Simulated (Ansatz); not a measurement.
Consider the redistribution: `[F][Zn][GaH2]` + `BC` → `[F][ZnH]` + `B[CH2][GaH2]`.

Calculated with Ansatz (gas phase, PBE0-D4/def2-TZVP geometries, no zero-point term in ΔE). CBS: MP2 limit from def2 TZ/QZ plus the TZ coupled-cluster correction, frozen cores. This one scheme is used for every species. DFT in def2-TZVPP. HSE06 is defined as in plane-wave codes. For Ga, Zn outer-core shells are correlated without core-valence functions, which leaves a few kJ/mol of doubt a bond. Scalar relativity is left out up to krypton.

(1) Is it downhill or uphill in electronic energy at CCSD(T)/CBS, and by how much? (An estimate is asked.)

(2) What do these levels give: LDA (SPW92), BLYP-D4, r2SCANh-D4, ωB97M-V, B2PLYP, PBE-QIDH, HSE06, CAM-B3LYP, RPA@PBE/def2-TZVPP, HF/def2-SVP, MP2/def2-SVP, MP2/CBS(def2)? (Best estimate.)

(3) What do rigid-rotor, harmonic-oscillator terms from PBE0-D4/def2-TZVP frequencies (298.15 K, 1 bar) make of the CCSD(T)/CBS value? (An estimate is asked.)

Largest T1 diagnostic among the species: 0.018.

## Answers

(1) Computed: Uphill: ΔE = +0.30 eV.

(2) The calculation gave: LDA (SPW92) 0.23, BLYP-D4 0.35, r2SCANh-D4 0.30, ωB97M-V 0.31, B2PLYP 0.34, PBE-QIDH 0.28, HSE06 0.36, CAM-B3LYP 0.37, RPA@PBE/def2-TZVPP 0.16, HF/def2-SVP 0.56, MP2/def2-SVP 0.30, MP2/CBS(def2) 0.25 eV.

(3) Computed: ΔZPE = -0.06 eV, ΔH = +0.23 eV, ΔS = -4 J/(mol·K), ΔG = +0.24 eV. Modes under 50 cm⁻¹ make the entropy rough.

In def2-TZVPP, CCSD(T) changes the Hartree–Fock value by −0.26 eV (the triples alone add −0.04 eV) and MP2 by −0.31 eV. At CCSD(T), def2-SVP lies +0.07 eV from the extrapolated value and def2-TZVPP −0.08 eV. Leaving LDA and LC-ωPBE aside and taking each functional with its dispersion term where it has one, the values, not all of them listed here, spread over 0.12 eV, from B97M-V to BHLYP-D4. LDA lies −0.13 eV from PBE without D4.
